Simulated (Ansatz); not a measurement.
```yaml
crystal:
  periodic: [false, false, false]
  atoms:
    - {symbol: O, position_ang: [-1.834456, 2.047916, 1.149842]}
    - {symbol: C, position_ang: [-1.124267, 1.208740, 0.692452]}
    - {symbol: N, position_ang: [-0.391760, 0.420554, 0.173447]}
    - {symbol: Al, position_ang: [0.696725, -0.783630, -0.458251]}
    - {symbol: Cl, position_ang: [-0.119346, -2.551135, -1.141952]}
    - {symbol: Cl, position_ang: [2.753949, -0.448994, -0.545163]}
basis:
  gaussian: {orbitals: pcseg-2}
hamiltonian: {xc: {name: B3LYP-D3}, dispersion: d3bj}
output: {forces: true}
```

```sh
$ ansatz run in.yaml --threads 4 --pin off --events-out ev --progress --plain --max-ram 10444MiB
```

**Question.** How does Ansatz answer? (An estimate is asked.)

**Answer.** The calculation gave: The input was rejected before any iteration.
```
Error: YAML parse error: error: line 12 column 19: hamiltonian.xc: no functional is named "B3LYP-D3"; the names, which are not case-sensitive, are SVWN5, SPW92, PBE, PBE0, PBEsol, revPBE, revPBE0, RPBE, rPW86-PBE, HSE06, wPBEh, LC-wPBE, HISS, HF, BLYP, B3LYP, B3LYP5, BHLYP, CAM-B3LYP, r2SCAN, r2SCANh, r2SCAN0, r2SCAN50, m-r2SCAN, B97, wB97, wB97X, wB97X-V, B97M-V, wB97M-V, B2PLYP, B2GP-PLYP, PBE0-DH, PBE-QIDH
10 | basis:
11 |   gaussian: {orbitals: pcseg-2}
12 | hamiltonian: {xc: {name: B3LYP-D3}, dispersion: d3bj}
13 | output: {forces: true}
```

HSE06 is defined as in plane-wave codes.
